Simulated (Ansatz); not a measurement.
System: C3H8BO, charge 0, multiplicity 2. It need not be the lowest isomer of its formula. SMILES: B([CH2])(OC)C
Coordinates optimised at B3LYP-D3(BJ)/def2-TZVP (Ansatz, an electronic-structure program):
```xyz
13

C     -1.0082     1.6127    -0.7118
B     -0.4198     0.3316    -0.1043
C     -1.2837    -0.7380     0.6715
O      0.9302     0.1738    -0.2825
C      1.6388    -0.9506     0.2126
H     -0.3944     2.3342    -1.2412
H     -2.0601     1.8684    -0.6479
H     -2.3383    -0.4673     0.7274
H     -1.2193    -1.7235     0.1975
H     -0.9223    -0.8763     1.6964
H      1.5633    -1.0187     1.3007
H      1.2615    -1.8795    -0.2223
H      2.6853    -0.8299    -0.0630
```
Charge 0, spin multiplicity 2.

Property: atomisation energy (electronic, to ground-state atoms), in kJ/mol. Valence correlation only, unless marked. UHF or UKS for open shells. No spin-orbit coupling. Non-relativistic. The coupled-cluster limit lacks core correlation, which all-electron functionals hold. CBS(X,Y): correlation extrapolated as X^-3; Hartree-Fock from the larger set.

| level | program | atomisation energy (kJ/mol) |
|---|---|---|
| SVWN5/def2-TZVPD | Ansatz | 5827.6 |
| PBE-D3(BJ)/def2-TZVPD | Ansatz + dftd3 | 5234.4 |

**Question.** What does CCSD(T)/CBS(cc-pVTZ,cc-pVQZ) (Ansatz) give?

**Answer.** 5116.5 kJ/mol, so PBE-D3(BJ)/def2-TZVPD differs from it by 117.9 kJ/mol.
